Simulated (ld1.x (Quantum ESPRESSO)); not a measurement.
**What one change does to a pseudopotential (iodine, TM semilocal)**

| Quantity | Value |
| --- | --- |
| Element | I (Z = 53) |
| Generator | ld1.x (Quantum ESPRESSO) 7.5 |
| Type | norm-conserving Troullier–Martins (semilocal form) |
| Functional | PBE |
| Relativity | non-relativistic |
| Frozen core | [Kr] 4d10 |
| Valence charge | 7 |
| Reference configuration | 5s2 5p5 |
| Partial waves | 5p (bound): rc 1.80 bohr; 5s (bound): rc 1.65 bohr |
| Local potential | the s channel |
| Core correction | Bessel-smoothed model core, default radius (core density twice the valence density) |

Change: wave 5p (bound): rc 1.80 bohr becomes 5p (bound): rc 2.16 bohr.

Cutoffs: the cutoffs (Ry, on a coarse ladder) from which the occupation-weighted sum of valence levels, in a spherical-Bessel basis at the reference potential, stays within 10 and 1 mRy of its value at 400 Ry; they do not see the model core or the augmentation charge, which bear on the density cutoff. Errors are all-electron minus pseudo energies relative to the spin-unpolarised reference configuration.

**Question.** Predict the effect on cutoff, ghosts and configuration errors.

**Answer.** The potential gets softer (35 Ry and 70 Ry → 30 Ry and 55 Ry); of the 7 tests that both files solve, the error grows in 3 and shrinks in 2 by more than 15 % and 0.3 meV (median size 2.6 → 4.7 meV); neither file shows a bound ghost. A larger radius leaves more room for a smooth pseudo-wave, so fewer plane waves are needed. A semilocal file is local in each channel, so a ghost entry of none says nothing of the separable form that plane-wave codes build from it.

| quantity | base | changed |
| --- | --- | --- |
| cutoff, loose | 35 Ry | 30 Ry |
| cutoff, tight | 70 Ry | 55 Ry |
| bound ghosts | none | none |
| error for 5s2 5p4, meV [ΔE 11.17 eV] | +1.4 | +0.9 |
| error for 5s2 5p3, meV [ΔE 30.99 eV] | +2.6 | +0.7 |
| error for 5s2 5p2, meV [ΔE 60.20 eV] | -8.4 | -11 |
| error for 5s1 5p6, meV [ΔE 8.94 eV] | -3.9 | -5.5 |
| error for 5s2 5p4.5, meV [ΔE 4.56 eV] | +0.4 | +0.3 |
| error for 5s1 5p5, meV [ΔE 20.59 eV] | -2.0 | -4.7 |
| error for 5s2 5p1, meV [ΔE 99.41 eV] | -60 | -59 |
